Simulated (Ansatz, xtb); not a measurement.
## Relative energy of two structures of GeH2N2

We compare X, a singlet given by its coordinates, with Y, `N[N+]#[Ge-]`, a singlet. Both are isolated molecules in the gas phase, relaxed with PBE0-D4/def2-TZVP.

X (Å):

```csv
atom,x (Å),y (Å),z (Å)
Ge,-2.4239,2.2427,-0.9952
N,-3.1818,0.0984,1.3532
N,-2.9116,0.7172,0.4943
H,-3.3861,1.3855,-1.9231
H,-1.1830,1.2973,-1.2917
```

Close contacts (Å): Ge1–N3 2.19, N2–N3 1.09, Ge1–H4 1.59, Ge1–H5 1.59.

Y (Å):

```xyz
5

Ge   -0.7250    0.0086   -1.1399
N    -3.1216    1.6627   -0.4174
N    -2.0686    0.8810   -0.6994
H    -4.0018    1.2085   -0.6348
H    -3.1172    1.9734    0.5479
```

Problem. Estimate E(Y) − E(X) at the level CCSD(T)/def2-TZVPP.

Solution. Calculated at CCSD(T)/def2-TZVPP: E(Y) − E(X) = +89.0 kJ/mol, so structure X lies lower.

Level by level:

| level | geometry | E(Y) − E(X) (kJ/mol) | departure from the last row (kJ/mol) | job, with rough time for the two |
| --- | --- | --- | --- | --- |
| GFN2-xTB | GFN2-xTB | −88.6 | −177.5 | optimisation, 0.14 s |
| HF/STO-3G | GFN2-xTB | +14.1 | −74.9 | single point, 0.32 s |
| r2SCAN-D4/def2-SVP | GFN2-xTB | +37.0 | −52.0 | single point, 1.8 s |
| PBE0-D4/def2-TZVP | PBE0-D4/def2-TZVP | +62.7 | −26.3 | optimisation, 25 s |
| HF/def2-TZVPP | PBE0-D4/def2-TZVP | +161.9 | +72.9 | part of the CCSD(T) run |
| MP2/def2-TZVPP | PBE0-D4/def2-TZVP | +65.7 | −23.3 | part of the CCSD(T) run |
| CCSD(T)/def2-TZVPP | PBE0-D4/def2-TZVP | +89.0 |  | single point, 29 s |

GFN2-xTB puts the two in the other order. The largest departure from CCSD(T)/def2-TZVPP is that of GFN2-xTB, 177.5 kJ/mol.

With harmonic frequencies from PBE0-D4/def2-TZVP (ideal gas, rigid rotor, one conformer each, 298.15 K, 1 atm): the zero-point term adds +25.6 kJ/mol; ΔH is +112.3 and ΔG +118.3 kJ/mol.

The correlated steps freeze 11 core orbitals; the filled d shell of Ge is correlated, in a basis made for valence electrons. Run with Ansatz 0.2.0, xtb 6.7.1; the last row on 2 threads of Intel(R) Xeon(R) Platinum 8259CL CPU @ 2.50GHz (Skylake/Cascade Lake) on a shared host.
